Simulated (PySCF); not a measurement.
C3H8FNSi, SMILES C/C=N/[C@H](F)[SiH3]. Atoms are numbered in the order given.

```xyz
14

C      2.8551     0.8846    -0.1845
C      1.4776     0.4336    -0.5657
N      0.8058    -0.3544     0.1684
C     -0.5102    -0.7464    -0.1963
F     -0.9218    -0.2878    -1.4571
Si    -1.7348    -0.0522     1.0996
H      3.5821     0.5932    -0.9606
H      3.1491     0.4410     0.7768
H      2.8907     1.9841    -0.1076
H      1.0665     0.8109    -1.5188
H     -0.5438    -1.8504    -0.2316
H     -1.4248    -0.6155     2.4424
H     -3.1247    -0.4216     0.7088
H     -1.5873     1.4295     1.1101
```
Charge 0, spin multiplicity 1.

Geometry optimised at ωB97X-D3(BJ)/def2-SVP. The structure was generated by enumeration; whether it is a known compound was not checked. Other conformers were not sampled.

Two levels are set side by side: PBE/pcSseg-1 (PySCF) and HF/pcSseg-1 (PySCF). GIAO shifts against CFCl3 (¹⁹F), NH3 (¹⁵N), TMS (²⁹Si), TMS (¹H), TMS (¹³C) at the same level; non-relativistic, no solvent, atoms listed together averaged. Differences are taken from unrounded values.

| quantity | HF |
|---|---|
| δ(¹³C) of C1 (ppm) | 25.8 |
| δ(¹³C) of C2 (ppm) | 164.8 |
| δ(¹⁵N) of N3 (ppm) | 363.2 |
| δ(¹³C) of C4 (ppm) | 94.5 |
| δ(¹⁹F) of F5 (ppm) | -179.8 |
| δ(²⁹Si) of Si6 (ppm) | -53.1 |
| δ(¹H) of H10 (ppm) | 7.98 |
| δ(¹H) of H11 (ppm) | 6.00 |

**Question.** What does PBE give, and how far is it from HF? (An estimate is asked for; the answer gives what the named calculation found.)

**Answer.** 
```csv
quantity,PBE,PBE minus HF
δ(¹³C) of C1 (ppm),28.9,3.1
δ(¹³C) of C2 (ppm),156.4,-8.4
δ(¹⁵N) of N3 (ppm),366.5,3.3
δ(¹³C) of C4 (ppm),109.0,14.6
δ(¹⁹F) of F5 (ppm),-212.2,-32.4
δ(²⁹Si) of Si6 (ppm),-65.8,-12.7
δ(¹H) of H10 (ppm),8.10,0.11
δ(¹H) of H11 (ppm),6.76,0.76
```

Rough cost on one machine, each run with all the roots and properties that it gave: HF against PBE within a factor of 2.
